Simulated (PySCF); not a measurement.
Members of one series of related molecules.

All values: CAM-B3LYP/def2-SVPD (PySCF) at PBE0-D3(BJ)/def2-SVP geometries, gas phase, one conformer each. Core orbitals are frozen in the response; Δα² is half the sum of the squared differences of the principal polarisabilities.

(1) Rank by HOMO–LUMO gap, highest first.
A. `CC(=O)O[C@H]1CC[SiH2]C1`
B. `COC[C@H]1CC[SiH2]C1`
C. `C=CC[C@H]1CC[SiH2]C1`

(2) Rank by HOMO energy, lowest first.
A. `COC[C@@H]1C[SiH2]CC1`
B. `[SiH2]1CC[C@@H](C1)CC=C`
C. `O=S(=O)(O)[C@H]1CC[SiH2]C1`
D. `CC(=O)O[C@H]1CC[SiH2]C1`

(3) Rank by dipole moment, highest first.
A. `[CH2:1]=[CH:2][CH2:3][C@H:4]1[CH2:5][CH2:6][SiH2:7][CH2:8]1` with C1–C2–C3–C4 120°, C2–C3–C4–C5 175°, C3–C4–C5–C6 176°, C4–C5–C6–Si7 -37°, C5–C6–Si7–C8 13°, C6–Si7–C8–C4 13°
B. `[O:1]=[S:2](=[O:3])([OH:4])[C@H:5]1[CH2:6][CH2:7][SiH2:8][CH2:9]1` with O1–S2–O4–H -126°, O1–S2–C5–C6 55°, S2–C5–C6–C7 74°, C5–C6–C7–Si8 35°, C6–C7–Si8–C9 -13°, C7–Si8–C9–C5 -11°
C. `[CH3:1][C:2](=[O:3])[O:4][C@H:5]1[CH2:6][CH2:7][SiH2:8][CH2:9]1` with C1–C2–O4–C5 179°, C2–O4–C5–C6 81°, O4–C5–C6–C7 173°, C5–C6–C7–Si8 -37°, C6–C7–Si8–C9 13°, C7–Si8–C9–C5 14°
D. `[CH3:1][O:2][CH2:3][C@H:4]1[CH2:5][CH2:6][SiH2:7][CH2:8]1` with C1–O2–C3–C4 -178°, O2–C3–C4–C5 60°, C3–C4–C5–C6 176°, C4–C5–C6–Si7 -38°, C5–C6–Si7–C8 14°, C6–Si7–C8–C4 12°

Results:

(1) A (10.48 eV), B (10.18 eV), C (9.94 eV).

(2) C (-10.00 eV), D (-9.37 eV), A (-8.90 eV), B (-8.71 eV).

(3) B (3.47 D), C (1.75 D), D (1.23 D), A (0.68 D).

All values together:

| SMILES | formula | μ (D) | HOMO (eV) | LUMO (eV) | α (Å³) | Δα (Å³) | electrons | α per electron (Å³) | ΔSCF removal energy (eV) |
| --- | --- | --- | --- | --- | --- | --- | --- | --- | --- |
| COC[C@H]1CC[SiH2]C1 | C6H14OSi | 1.23 | -8.90 | 1.28 | 15.18 | 4.76 | 72 | 0.211 | 9.69 |
| CC(=O)O[C@H]1CC[SiH2]C1 | C6H12O2Si | 1.75 | -9.37 | 1.10 | 15.14 | 5.03 | 78 | 0.194 | 10.08 |
| O=S(=O)(O)[C@H]1CC[SiH2]C1 | C4H10O3SSi | 3.47 | -10.00 | 0.53 | 14.64 | 2.43 | 88 | 0.166 | 10.70 |
| C=CC[C@H]1CC[SiH2]C1 | C7H14Si | 0.68 | -8.71 | 1.23 | 16.14 | 4.77 | 70 | 0.231 | 9.49 |

Conformers: `[CH3:1][O:2][CH2:3][C@H:4]1[CH2:5][CH2:6][SiH2:7][CH2:8]1` with C1–O2–C3–C4 -178°, O2–C3–C4–C5 60°, C3–C4–C5–C6 176°, C4–C5–C6–Si7 -38°, C5–C6–Si7–C8 14°, C6–Si7–C8–C4 12°; `[CH3:1][C:2](=[O:3])[O:4][C@H:5]1[CH2:6][CH2:7][SiH2:8][CH2:9]1` with C1–C2–O4–C5 179°, C2–O4–C5–C6 81°, O4–C5–C6–C7 173°, C5–C6–C7–Si8 -37°, C6–C7–Si8–C9 13°, C7–Si8–C9–C5 14°; `[O:1]=[S:2](=[O:3])([OH:4])[C@H:5]1[CH2:6][CH2:7][SiH2:8][CH2:9]1` with O1–S2–O4–H -126°, O1–S2–C5–C6 55°, S2–C5–C6–C7 74°, C5–C6–C7–Si8 35°, C6–C7–Si8–C9 -13°, C7–Si8–C9–C5 -11°; `[CH2:1]=[CH:2][CH2:3][C@H:4]1[CH2:5][CH2:6][SiH2:7][CH2:8]1` with C1–C2–C3–C4 120°, C2–C3–C4–C5 175°, C3–C4–C5–C6 176°, C4–C5–C6–Si7 -37°, C5–C6–Si7–C8 13°, C6–Si7–C8–C4 13°.
